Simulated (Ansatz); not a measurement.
Basis sets compared for Sc8O12 (the lowest singlet isomer of a short search). Charge 0, multiplicity 1. Geometry PBE-D4/def2-SVP. Ansatz on 2 threads of AMD EPYC 7R13 on a shared host and a share (18 GiB) of an NVIDIA H100 80GB HBM3; times are rough, and most runs start from earlier orbitals.

Cartesian coordinates in Å:
```
Sc -0.803 -1.956 -0.379
Sc 1.825 -0.624 0.642
Sc 2.256 0.105 -2.264
Sc -0.141 1.612 2.362
Sc -2.363 0.804 0.230
Sc 0.250 1.701 -0.633
Sc -0.999 -1.177 2.435
Sc -0.632 -0.431 -2.846
O -1.560 0.962 -1.519
O 0.535 -0.431 -0.990
O 1.065 -0.512 -3.662
O -1.291 0.452 3.714
O 1.592 1.892 -1.937
O -2.232 -1.150 0.798
O 1.339 1.285 1.087
O 0.146 0.006 3.689
O 0.420 -2.034 1.267
O 3.144 -0.701 -0.680
O -1.269 2.299 0.892
O -1.281 -2.101 -2.205
```

Single mean-field runs in def2-SVP, def2-TZVP are fitted with def2-universal-jkfit. The structure holds one bond between oxygen atoms, so isomers without such links may lie far lower. The restricted singlet is unstable towards broken spin symmetry in Hartree–Fock (as tested in another run); at PBE-D4/def2-SVP, PBE-D4/def2-TZVP, PBE0-D4/def2-SVP, PBE0-D4/def2-TZVP this wasn't settled. No other spin state of charge 0 was run. The structure comes from a short search, and lower isomers may exist.

Binding counts from free atoms (Sc doublet, O triplet) in the same basis, without a counterpoise term.

| level | functions | energy (Eh) | HOMO (eV) | LUMO (eV) | binding per atom (eV) | wall time |
| --- | --- | --- | --- | --- | --- | --- |
| PBE-D4/def2-SVP | 416 | -6985.8459 | -3.34 | -2.45 | 6.32 | 6 s |
| PBE0-D4/def2-SVP | 416 | -6985.9792 | -3.94 | -1.81 | 5.87 | 6.5 s |

(1) Estimate the rows for PBE-D4/def2-TZVP (with forces), PBE0-D4/def2-TZVP.

## Answers

(1) 
```
                         level  functions  energy (Eh)  HOMO (eV)  LUMO (eV)  binding per atom (eV)  wall time
PBE-D4/def2-TZVP (with forces)        732   -6987.6551      -3.51      -2.61                      –       12 s
             PBE0-D4/def2-TZVP        732   -6987.7857      -4.05      -1.94                   5.74       12 s
```
